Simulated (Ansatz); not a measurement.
Reaction (substitution at a C–C bond): `CC(C)(C)[O][Zn][F]` + `N=C(O)O` → `COC(=N)O` + `CC(C)[O][Zn][F]`

Calculated with Ansatz (gas phase, PBE0-D4/def2-TZVP geometries, no zero-point term in ΔE). CCSD(T)/CBS adds triple-zeta CCSD(T) − MP2 to the extrapolated MP2 energy (def2 sets, frozen cores). DFT in def2-TZVPP. For Zn outer-core shells are correlated without core-valence functions, which leaves a few kJ/mol of doubt a bond. Scalar relativity is left out up to krypton. Each species was taken in one conformer, which may not be the lowest.

| level | ΔE (kJ/mol) | difference from CCSD(T)/CBS |
| --- | --- | --- |
| r2SCAN-D4 | 52.8 | -4.5 |
| PBE0-D4 | 52.5 | -4.8 |
| PBE0 | 49.5 | -7.8 |
| SCS-MP2/def2-TZVPP | 55.4 | -1.9 |
| CCSD/def2-TZVPP | 54.5 | -2.8 |
| CCSD(T)/def2-TZVPP | 55.7 | -1.6 |
| HF/def2-QZVPP | 40.9 | -16.4 |
| HF/CBS(def2) | 40.8 | -16.5 |
| MP2/CBS(def2) | 63.2 | 5.9 |
| CCSD/CBS(def2) | 56.1 | -1.2 |
| CCSD(T)/CBS | 57.3 | 0 |

Largest T1 diagnostic among the species: 0.016.

From PBE to PBE0 (25 % exact exchange), in def2-TZVPP and without D4, ΔE moves by +3.0 kJ/mol. In def2-TZVPP, CCSD(T) changes the Hartree–Fock value by +14.4 kJ/mol (the triples alone add +1.2 kJ/mol) and MP2 by +20.2 kJ/mol. The D4 term adds +5.3 kJ/mol with B3LYP and +3.0 kJ/mol with PBE0; it sums over pairs of atoms, weighted by their polarisabilities, and B3LYP, whose exchange is more repulsive, gets the larger term.

B3LYP here is the variant with VWN-RPA as its local correlation; programs differ in this.
